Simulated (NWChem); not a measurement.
System: CHAlFNO; SMILES [AlH]([N]=C=O)[F]

The following NWChem deck was run.

```
start job
memory heap 200 mb stack 900 mb global 1100 mb
geometry units angstroms noautosym nocenter noautoz
  Al     0.523655     1.170590    -0.002134
  F     -0.784450     2.212928     0.000602
  H      1.990780     1.738803    -0.003878
  N      0.178720    -0.572115     0.000633
  C     -0.097902    -1.754461     0.000514
  O     -0.357741    -2.906189     0.000159
end
basis spherical
  Al library def2-svp
  F library def2-svp
  H library def2-svp
  N library def2-svp
  C library def2-svp
  O library def2-svp
end
dft
  xc b3lyp
  iterations 150
  mulliken
end
task dft energy
esp
  recalculate
  probe 0.07
  range 0.3
  factor 1.0
  spacing 0.02
end
task esp
```

The geometry was optimised at PBE-D3(BJ)/def2-SVP. B3LYP is NWChem's, with the RPA form of VWN correlation.

Atomic charges in e: unrestrained fits to the electrostatic potential beside Mulliken populations; buried atoms are poorly determined by the fit.

Atoms are numbered as in the input.

Problem. Predict the main results of this run. (B3LYP/def2-SVP.) Quantities: ESP Al1; Mulliken Al1; ESP F2; Mulliken F2; ESP N4; Mulliken N4; ESP C5; Mulliken C5; ESP O6; Mulliken O6; relative RMS misfit of the potential (%).

Solution. 
```json
{
 "ESP Al1": "1.12",
 "Mulliken Al1": "0.86",
 "ESP F2": "-0.44",
 "Mulliken F2": "-0.39",
 "ESP N4": "-0.71",
 "Mulliken N4": "-0.25",
 "ESP C5": "0.70",
 "Mulliken C5": "0.07",
 "ESP O6": "-0.40",
 "Mulliken O6": "-0.13",
 "relative RMS misfit of the potential (%)": "24"
}
```
